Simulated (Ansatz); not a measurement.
One change: `NB(O)[SeH]` becomes `NB(F)[SeH]`.

Ansatz, PBE0-D4/def2-TZVP geometries, multiplicity 1. Each molecule was computed in one conformer, which needn't be the lowest.

Scalar relativity is left out up to krypton. Spin–orbit coupling is left out; it splits and shifts lone-pair levels of the heavy atoms by tenths of an eV.

```json
{"property": "zero-point energy (PBE0-D4/def2-TZVP) / kJ/mol", "`NB(O)[SeH]`": "142.0"}
{"property": "HOMO energy (PBE0/def2-TZVPP) / eV", "`NB(O)[SeH]`": "-6.66"}
{"property": "HOMO–LUMO gap (PBE0/def2-TZVPP) / eV", "`NB(O)[SeH]`": "6.85"}
{"property": "size of the dipole moment (ωB97M-V/def2-TZVPP) / D", "`NB(O)[SeH]`": "3.81"}
{"property": "HOMO–LUMO gap (B3LYP/def2-TZVPP) / eV", "`NB(O)[SeH]`": "6.26"}
{"property": "size of the dipole moment (PBE/def2-TZVPP) / D", "`NB(O)[SeH]`": "3.70"}
```

(1) Give the same properties after the change, and the shifts. (Estimate.)

Answers

(1) Computed: 
```
                                          property  `NB(F)[SeH]`  shift
    zero-point energy (PBE0-D4/def2-TZVP) / kJ/mol         110.9  -31.1
                HOMO energy (PBE0/def2-TZVPP) / eV         -6.99  -0.33
              HOMO–LUMO gap (PBE0/def2-TZVPP) / eV          7.18   0.33
size of the dipole moment (ωB97M-V/def2-TZVPP) / D          2.02  -1.79
             HOMO–LUMO gap (B3LYP/def2-TZVPP) / eV          6.62   0.36
    size of the dipole moment (PBE/def2-TZVPP) / D          2.00  -1.70
```

The zero-point energy changes by -31.1 kJ/mol with -3 modes. Dipoles are sizes alone; their direction can turn.

B3LYP here is the variant with VWN-RPA as its local correlation; programs differ in this.
